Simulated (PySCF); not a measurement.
W(O)(NH)(OH)(NH2) (H₄N₂O₂W), SMILES [OH][W]([NH2])(=[O])=[NH], multiplicity 1. Atoms are numbered in the order given.

```xyz
9

W      0.0395     0.0073    -0.0089
O      1.6114     0.2251     0.6315
N      0.0434    -0.9188    -1.5019
H      0.5937    -1.4013    -2.2076
O     -0.7479     1.7094    -0.3186
H     -1.2183     1.9711    -1.1159
N     -1.0038    -1.0480     1.2484
H     -0.8809    -0.9862     2.2556
H     -1.5994    -1.8314     1.0011
```
Charge 0, spin multiplicity 1.

Coordinates come from a PBE0-D3(BJ)/def2-SVP optimisation. The spin state was assumed, not searched. The structure was generated by enumeration; whether it is a known compound was not checked. The def2 effective core potentials stand for the cores of W; spin–orbit coupling is left out. Other conformers were not sampled.

All values below come from PBE/def2-TZVP in PySCF.

Atomic charges (e):

```
atom  Löwdin  Mulliken
----  ------  --------
W1       ___      1.22
O2       ___     -0.45
N3     -0.36     -0.57
H4       ___      0.24
O5     -0.29     -0.59
H6      0.17      0.34
N7     -0.36     -0.68
H8       ___      0.25
H9       ___      0.26
```

### Question
Complete the blanks. (An estimate is asked for; the answer gives what the named calculation found.)

### Answer

- W1, Löwdin: 0.66
- O2, Löwdin: -0.29
- H4, Löwdin: 0.15
- H8, Löwdin: 0.16
- H9, Löwdin: 0.16
